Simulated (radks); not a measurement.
Values are calculated unless marked as measured or tabulated.
Question: All-electron atom: the oxygen ion O3+ in [He] 2s2 2p0.75 3d0.25 (fractional occupations, a model configuration). Level of theory: non-relativistic Kohn-Sham, r2SCAN, spin-unpolarised, spherical densities, point nucleus; meta-GGA in the generalised Kohn-Sham scheme (a radial shooting solver on a logarithmic mesh with Libxc functionals). Some entries of the table are withheld. Estimate them.

orbital  occ.  eigenvalue (eV)  r(max) (bohr)
1s          2        -597.2587         0.1293
2s          2         -83.2465         0.8036
2p       0.75              (1)            (2)
3s          0              (3)          2.517
3p          0         -21.3414          2.642
3d       0.25         -17.6630            (4)
4f          0          -8.8319          4.542

Answer: 
(1) 2p eigenvalue (eV): -67.5466
(2) 2p r(max) (bohr): 0.7059
(3) 3s eigenvalue (eV): -24.8462
(4) 3d r(max) (bohr): 2.397
